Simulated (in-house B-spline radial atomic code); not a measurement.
Results of a calculation; reference values are marked as such.
# Two electrons in Si: a spherical dot of radius 86.4 nm with hard walls

For Si the NSM archive of the Ioffe Institute lists m_l = 0.98 m0, m_t = 0.19 m0 and ε = 11.7; the model takes one isotropic valley with the conductivity mass 3/(1/m_l + 2/m_t) = 0.26 m0, and so misses anisotropy and the other valleys. All triplets below are those of one valley; with several valleys two electrons can form a triplet in the 1s orbital itself, at an energy set by the valley splitting.

Effective-mass model with parabolic bands, a uniform dielectric constant, no image charges, no central-cell or spin-orbit terms. Two-electron levels come from full CI in B-splines with partial waves to l = 5 (up to 0.001 effective hartree above the limit).

Question: What are the effective units, and what is the potential in them?

Answer: Ha* = 27211.386 meV × 0.26/11.7² = 51.68 meV and a* = 0.0529177 nm × 11.7/0.26 = 2.381 nm. The radius is R = 36.3 a*. The one-electron levels are π²/2R² = 0.0037 and 4.4934²/2R² = 0.0077 Ha*.

In these units the lowest s and p orbitals lie at 0.003745 and 0.007661, and their Coulomb and exchange integrals are J_ss = 0.049203, J_sp = 0.044619 and K_sp = 0.009908. (For an empty sphere J_ss = 1.786/R.) Full CI gives 0.038072 for the ground singlet, 0.039337 for the sp triplet, 0.044362 for the sp singlet and 0.051854 for the lowest triplet of two s orbitals.

Question: What does it cost to add the second electron, to first order and exactly?

Answer: To first order E = 2ε_s + J_ss = 0.056693, so the charging energy E(2) − 2E(1) is J_ss = 2.543 meV. CI gives 0.038072 − 2 × (0.003745) = 0.030582, or 1.581 meV: relaxation and correlation lower it by 0.9624 meV, 37.8 % of J_ss. The s² configuration of one-electron orbitals holds 43.5 % of the state, and the mean radius is 54.8 nm.

Question: How far above the singlet do the triplets lie?

Answer: To first order the sp triplet lies at ε_s + ε_p + J_sp − K_sp = 0.046118, which is 0.5466 meV below 2ε_s + J_ss, so first order fails: the exact ground state of two electrons is a singlet. CI gives 0.039337 − (0.038072) = 0.001265, or 0.06537 meV, 32 % of the orbital spacing of 0.2024 meV. The ss triplet lies 0.7123 meV up, so the lower of the two is the sp one, and its gap equals k_BT at 0.759 K. The sp singlet-triplet splitting is 0.2597 meV, against 2K_sp = 1.024 meV. With the repulsion this large beside the spacing the electrons keep apart, as in a Wigner molecule, and the splitting shrinks.
